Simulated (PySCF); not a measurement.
diethyl ether (C4H10O), SMILES CCOCC. Atoms are numbered in the order given.

```xyz
15

C      2.2941     0.4231    -0.1409
C      0.8062     0.6703    -0.0710
O      0.1780    -0.4971     0.3787
C     -1.1990    -0.3825     0.6076
C     -2.0348    -0.3453    -0.6601
H      2.6844     0.1454     0.8493
H      2.5132    -0.4011    -0.8357
H      2.8236     1.3225    -0.4883
H      0.5854     1.5124     0.6193
H      0.4273     0.9745    -1.0676
H     -1.4109     0.5128     1.2292
H     -1.4786    -1.2621     1.2090
H     -3.1073    -0.3540    -0.4123
H     -1.8177    -1.2240    -1.2863
H     -1.8419     0.5573    -1.2595
```

Geometry: PBE0-D3(BJ)/def2-SVP. Other conformers were not sampled.

Calculation: PBE0/pcSseg-1 (PySCF).

GIAO shieldings, no solvent; atoms listed in one row are averaged. δ = σ(ref) − σ: ¹³C against TMS (σ = 186.3 ppm); ¹⁷O against H2O (σ = 334.2 ppm); ¹H against TMS (σ = 31.56 ppm), references at their B3LYP-D3(BJ)/def2-TZVP geometries, non-relativistic.

| nucleus | atoms | count | δ (ppm) |
|---|---|---|---|
| ¹³C | C4 | 1 | 69.2 |
| ¹³C | C2 | 1 | 66.9 |
| ¹³C | C1 | 1 | 19.5 |
| ¹³C | C5 | 1 | 16.4 |
| ¹⁷O | O3 | 1 | 52.2 |
| ¹H | H12 | 1 | 4.13 |
| ¹H | H10 | 1 | 3.92 |
| ¹H | H11 | 1 | 3.49 |
| ¹H | H9 | 1 | 3.09 |
| ¹H | H6, H7, H8 | 3 | 1.49 |
| ¹H | H13, H14, H15 | 3 | 1.40 |
